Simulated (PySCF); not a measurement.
PmF: energy against distance

Set-up: Pm x2c-SVPall, F x2c-SVPall; spin-free X2C with a Gaussian nucleus (PySCF 2.14). Energies in eV from Pm (4f5 6s2) + F in their ground configurations at the same level. All curves are PBE0. state 1: septet, about 5.0 electrons in the 4f shell (Mulliken), real f orbitals that mix terms; state 2: Ms = 2 determinant of mixed spin, about 5.0 electrons in the 4f shell (Mulliken), real f orbitals that mix terms, a second solution, started from another occupation.

```json
{"R (Å)": "1.768", "state 1": "-4.937", "state 2": "-4.734"}
{"R (Å)": "1.850", "state 1": "-5.519", "state 2": "-5.317"}
{"R (Å)": "1.933", "state 1": "-5.843", "state 2": "-5.641"}
{"R (Å)": "1.994", "state 1": "-5.960", "state 2": "-5.757"}
{"R (Å)": "2.056", "state 1": "-5.992", "state 2": "-5.789"}
{"R (Å)": "2.118", "state 1": "-5.959", "state 2": "-5.756"}
{"R (Å)": "2.200", "state 1": "-5.838", "state 2": "-5.635"}
{"R (Å)": "2.303", "state 1": "-5.602", "state 2": "-5.399"}
{"R (Å)": "2.426", "state 1": "-5.246", "state 2": "-5.042"}
{"R (Å)": "2.591", "state 1": "-4.715", "state 2": "-4.512"}
```

Question: Put a parabola through the three lowest points of the state 1 curve and estimate Re, k and ωe (reduced mass 16.8 u; 1 eV/Å² = 0.16022 mdyn/Å; ωe = 1302.8·√(k/μ) cm⁻¹).

Answer: Through R = 1.994, 2.056, 2.118 Å the second-order coefficient is 8.45 eV/Å², so Re ≈ 2.056 Å, k ≈ 2.71 mdyn/Å and ωe ≈ 523 cm⁻¹. A polynomial fit of higher order to the unrounded PBE0 energies gives Re = 2.053 Å, k = 2.78 mdyn/Å, ωe = 530 cm⁻¹; anharmonicity and rounding make the difference.

The higher-order fit for each curve: state 1: Re = 2.053 Å, ωe = 530 cm⁻¹, De = 5.99 eV; state 2: Re = 2.053 Å, ωe = 530 cm⁻¹, minimum 5.79 eV below the ground-state fragments.

These are scalar-relativistic numbers at best; spin–orbit coupling would shift them, the dissociation energy most. With d or f electrons several states lie close, and the lowest PBE0 determinant need not be the measured ground state.
